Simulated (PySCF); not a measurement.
ScF3, SMILES [F][Sc]([F])[F]. Atoms are numbered in the order given.

```xyz
4

Sc     0.0000     0.0000     0.0000
F     -1.8285     0.0000     0.0000
F      0.9142     1.5835     0.0000
F      0.9142    -1.5835     0.0000
```

Geometry: B3LYP-D3(BJ)/def2-SVP. The isomer is the one that the SMILES or the coordinates give; other isomers of the formula were not compared.

Level of theory: PySCF with HF/def2-TZVPD.

Symmetry labels are those of the subgroup C2v that the program uses (full group D3h).

Computed valence orbital energies around the gap with their symmetry:
```
orbital  symmetry  energy (eV)
-------  --------  -----------
HOMO−7         A1       -17.58
HOMO−6         B1       -17.58
HOMO−5         B2       -16.90
HOMO−4         A2       -16.90
HOMO−3         B2       -16.63
HOMO−2         A1       -16.58
HOMO−1         B1       -16.58
HOMO           B1       -16.50
LUMO           A1         0.11
LUMO+1         B2         0.85
LUMO+2         A1         1.45
LUMO+3         B1         1.45
```
